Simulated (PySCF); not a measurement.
**How methods differ on the excitation energy of Sc**

Sc [Ar] 3d1 4s2 (2D) → Sc [Ar] 3d3 (4F), as a difference of total energies. Computed with PySCF 2.14 in x2c-TZVPPall with one added diffuse shell each of s, p, d, f type (7s6p5d3f1g, 80 functions), with the spin-free X2C one-electron Hamiltonian (Gaussian nucleus). Correlated levels: valence: [Ar] frozen. The calculations carry no spin-orbit coupling.

| method | excitation energy (eV) |
| --- | --- |
| UHF | 4.665 |
| MP2 (valence) | 4.676 |
| SCS-MP2 (valence) | 5.284 |
| CCSD (valence) | 4.618 |
| CCSD(T) (valence) | 4.581 |

Task: How much does correlation contribute at CCSD(T) (valence)?

Result: 4.581 − (4.665) = -0.084 eV, measured against UHF.

The coupled-cluster amplitudes are large for the upper state (T1 above 0.03 or a double amplitude above 0.15), so a single reference is strained.
